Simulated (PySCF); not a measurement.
C8H15P.
Numbering: `[CH3:1][CH2:2][CH2:3][P:4]1[CH2:5][CH:6]=[C:7]([CH3:8])[CH2:9]1`

Probes without a nucleus sit at each ring's centroid and 1 Å off its mean plane on both sides; NICS is minus the shielding there, NICSzz its component along the normal. Level: GIAO PBE0/pcSseg-1 (PySCF, non-relativistic, gas phase) on the GFN2-xTB geometry, one conformer.

Ring bond lengths (Å), with Mayer bond orders in brackets: P4–C5 1.870 (0.97), C5–C6 1.497 (1.01), C6–C7 1.324 (1.86), C7–C9 1.504 (1.01), C9–P4 1.868 (0.97).

Task: Give the NICS values of each ring in ppm.

Result: 
```tsv
ring	type	NICS(0)	NICS(1), two faces	NICS(1)zz, two faces	rms pucker (Å)	centre to ring atoms, mean (Å)
P4–C5–C6–C7–C9	5-membered ring with P; formal bonds 1 double, 4 single	-3.1	-3.0 / -3.8	-3.7 / -4.5	0.10	1.36
```

Task: What do they say, and how far can they be read as aromaticity?

Result: 
- P4–C5–C6–C7–C9: mean NICS(1)zz -4.1 ppm, shielded. C5, C9 have four or more neighbours, and the NICS criterion for π rings isn't applied.
